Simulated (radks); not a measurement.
Mg, 12 electrons, occupied as [Ne] 3s2. Calculated with a radial shooting solver on a logarithmic mesh with Libxc functionals: non-relativistic Kohn-Sham, r2SCAN, spin-unpolarised, spherical densities, point nucleus; meta-GGA in the generalised Kohn-Sham scheme.

Radial electron density D(r) = 4 pi r^2 rho(r):

```
   r/bohr * D(r) (the largest magnitude, 13.3, reaches the edge; | marks zero)
 0.004192 |*
 0.005415 |*
  0.00705 | *
 0.009107 |   *
  0.01176 |     *
  0.01532 |        *
  0.01979 |             *
  0.02556 |                   *
  0.03328 |                           *
  0.04299 |                                     *
  0.05554 |                                              *
  0.07174 |                                                    *
  0.09342 |                                                      *
   0.1207 |                                                 *
   0.1559 |                                        *
    0.203 |                               *
   0.2622 |                              *
   0.3387 |                                    *
    0.441 |                                            *
   0.5697 |                                            *
   0.7359 |                                  *
   0.9582 |                   *
    1.238 |        *
    1.599 |   *
    2.082 |  *
    2.689 |  *
    3.474 | *
    4.524 |*
    5.843 *
    7.548 *
    9.829 *
```

D(r) has 3 maxima, at r = 0.0876, 0.501, 2.40 bohr, and minima at 0.240, 2.07 bohr, inside which lie 2.21, 10.33 electrons.
